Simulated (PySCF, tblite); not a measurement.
Isomers of C10H16. Computed values, GFN2-xTB/tblite, gas phase, harmonic and unscaled. The method is semi-empirical: single wavenumbers can be off by several per cent or more. One conformer each.

Electronic energies: PBE0/pcSseg-1 single points on the GFN2-xTB geometries (PySCF, gas phase).

```tsv
SMILES	electronic energy, lowest = 0 (kcal/mol)
C=C=CC(C)(C)CC1CC1	48.3
C=C[C@@H]1C[C@@H]2CCC[C@H]1C2	0.0
C1C[C@@H]2C[C@@H]2[C@@H](C2CC2)C1	21.4
CC(C)(C)[C@H]1C=CC=CC1	10.6
```

Q: How do GFN2-xTB zero-point energies change the relative energies?

A: 
```
                           SMILES  ZPE (kcal/mol)  of it from modes above 1550 cm⁻¹  electronic (kcal/mol)  with ZPE, lowest = 0 (kcal/mol)  lowest mode (cm⁻¹)  rings
    C=C[C@@H]1C[C@@H]2CCC[C@H]1C2           148.2                              70.9                    0.0                              0.0                  59      2
           CC(C)(C)[C@H]1C=CC=CC1           145.1                              73.9                   10.6                              7.4                  64      1
C1C[C@@H]2C[C@@H]2[C@@H](C2CC2)C1           147.6                              69.2                   21.4                             20.8                  58      3
               C=C=CC(C)(C)CC1CC1           143.1                              72.6                   48.3                             43.2                  32      1
```

The zero-point energies span 5.1 kcal/mol, from `C=C=CC(C)(C)CC1CC1` to `C=C[C@@H]1C[C@@H]2CCC[C@H]1C2`. The order is unchanged.

Q: And how do the electronic energies of GFN2-xTB itself compare?

A: `C=C[C@@H]1C[C@@H]2CCC[C@H]1C2` 0.0; `CC(C)(C)[C@H]1C=CC=CC1` 20.0; `C1C[C@@H]2C[C@@H]2[C@@H](C2CC2)C1` 17.0; `C=C=CC(C)(C)CC1CC1` 54.3 kcal/mol, lowest = 0. Against the energies above, taken from the same isomer `C=C[C@@H]1C[C@@H]2CCC[C@H]1C2`, the largest difference is 9.4 kcal/mol.

Q: What do entropy and thermal enthalpy add at 298.15 K and 1 bar (rigid rotor, harmonic oscillator, one conformer each)?

A: 
| SMILES | point group | symmetry number | S (cal/(mol K)) | H − H(0) (kcal/mol) | ZPE + H − H(0) − TS (kcal/mol) |
| --- | --- | --- | --- | --- | --- |
| C=C[C@@H]1C[C@@H]2CCC[C@H]1C2 | C1 | 1 | 91.0 | 6.11 | 127.1 |
| CC(C)(C)[C@H]1C=CC=CC1 | C1 | 1 | 99.5 | 7.37 | 122.8 |
| C1C[C@@H]2C[C@@H]2[C@@H](C2CC2)C1 | C1 | 1 | 93.9 | 6.37 | 125.9 |
| C=C=CC(C)(C)CC1CC1 | C1 | 1 | 107.0 | 8.08 | 119.3 |
